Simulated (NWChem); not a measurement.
Molecule: InPH4O2; SMILES [PH2][In]([OH])[OH]

```xyz
8

In    -0.0022    -0.2542    -0.0054
O     -1.5442    -1.5326    -0.0195
H     -2.4044    -1.0992    -0.0469
O      1.7198    -1.2618    -0.0194
H      1.5630    -2.2139    -0.0288
P     -0.0391     2.2351    -0.0761
H      1.1002     2.3008     0.7852
H     -0.9678     2.2977     1.0108
```
Atoms are numbered in this order, from 1.

All runs: NWChem. All runs use the structure optimised with PBE0/def2-SVP (def2 core potentials past Kr).

For level TPSS/STO-3G, non-relativistic:

```
Property                     Value
---------------------------  -----
highest occupied level (eV)  -1.81
orbital gap (eV)              4.29
dipole (D)                    1.22
```

Task: Estimate the same quantities for level TPSS/3-21G, non-relativistic.

Result: The highest occupied level (eV) is -5.76. The orbital gap (eV) is 3.92 and the dipole (D) is 1.96.
